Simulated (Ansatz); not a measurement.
Geometry optimisation, Ansatz 0.2.0, UKS PBE/def2-SVP.

input.yaml

```yaml
crystal:
  periodic: [false, false, false]
  atoms:
    - { symbol: Ge, position_ang: [0.0, 0.0, 0.0] }
    - { symbol: H, position_ang: [0.0, 0.0, 1.8] }
    - { symbol: H, position_ang: [1.4616, 0.0, -0.5162] }
    - { symbol: F, position_ang: [-0.7913, 1.3709, -0.5594] }
    - { symbol: F, position_ang: [-0.7913, -1.3709, -0.5594] }
    - { symbol: O, position_ang: [0.0, 0.0, 3.11] }
    - { symbol: H, position_ang: [-0.5144, -0.8011, 3.4471] }
magnetization:
  spin_polarized: true
  initial_magnetization: 1
basis:
  gaussian: { orbitals: def2-SVP }
hamiltonian:
  xc: pbe
relax:
  f_tol: 0.15
  max_steps: 25
  restrain:
    - { distance: [1, 5], at: 1.01, k: 30.0 }
    - { distance: [0, 1], at: 2.75, k: 30.0 }
output:
  orbitals: {}
```

Command:

```bash
$ ansatz run input.yaml --threads 4 --pin off --max-ram 5120MiB --backend cpu --events-out ev --progress --plain --runs-dir out
```

Question: Where does it end, and by what steps?

Answer: The run converged. The restraints hold the end off the free minimum; the threshold counts their pulls, which the force column leaves out. Restrained pairs: H2–O6 (1.31 → 0.99 Å), Ge1–H2 (1.80 → 2.76 Å). After 23 steps the energy has fallen by 1.591 eV (the restraints' own energy left out); H7 moved furthest, 1.28 Å.

```csv
step,energy less start (eV),largest force component (eV/Å),accepted
0,0.0000,2.362,yes
1,-0.3642,3.236,yes
2,-0.3826,3.533,yes
3,-0.6726,2.840,yes
4,-1.0656,0.577,yes
5,-1.0139,2.518,no
6,-1.0889,0.840,yes
7,-1.1012,1.387,yes
8,-1.1628,0.906,yes
9,-1.1989,0.628,yes
10,-1.2074,0.559,yes
11,-1.1891,1.800,no
12,-1.2387,0.644,yes
13,-1.2701,0.653,yes
14,-1.2954,1.010,yes
15,-1.3500,0.935,yes
16,-1.4033,0.715,yes
17,-1.4545,0.735,yes
18,-1.5083,0.799,yes
19,-1.5446,0.881,yes
20,-1.5727,0.781,yes
21,-1.5874,0.455,yes
22,-1.5889,0.517,yes
23,-1.5909,0.391,yes
```

```xyz
7
Properties=species:S:1:pos:R:3
Ge -0.007 0.405 0.187
H -0.377 0.318 2.915
H 1.446 -0.082 -0.197
F -0.704 1.023 -1.327
F -0.977 -1.097 0.390
O 0.281 -0.319 2.541
H -0.297 -1.049 2.214
```

Run time: 25 s on 4 threads of Arm Neoverse V2 (shared host), peak memory 0.16 GiB.
